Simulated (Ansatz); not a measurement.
**Worked example: CH5N + Ge(NH2)4 → CH6N2 + GeH(NH2)3**

Species: CH5N (methylamine) `CN`, singlet; Ge(NH2)4, singlet; CH6N2 (methylhydrazine) `CNN`, singlet; GeH(NH2)3, singlet. The partners trade H for NH2: N–H and Ge–NH2 bonds give way to N–NH2 and Ge–H.

Shapes, held fixed at every level: PBE0-D4/def2-TZVP. Flexible molecules stand in one conformer, not always the lowest. Programs: Ansatz 0.2.0. The zero-point and thermal change to 298 K, harmonic and unscaled (PBE0-D4/def2-TZVP), is -4.1 kJ/mol.

At CCSD(T)/def2-TZVPP; 1 Eh = 2625.50 kJ/mol:

```
  species   energy (Eh)
     CH5N    -95.699696
 Ge(NH2)4  -2299.192539
    CH6N2   -150.934460
GeH(NH2)3  -2243.886274
```

Work out ΔH(298 K) of the reaction at this level.


1. Products less reactants: (-150.934460) + (-2243.886274) − [(-95.699696) + (-2299.192539)] = 0.071501 Eh = +187.7 kJ/mol.
2. With the thermal change: +187.7 + (-4.1) = +183.6 kJ/mol.

Other levels give +160.2 (SPW92/def2-TZVPP) to +183.8 kJ/mol (CCSD/def2-TZVPP). No measured value is set beside it here. Relativity is left out for Ge. Outer-core shells of Ge are correlated in most correlated rows, in sets that cover them unevenly.
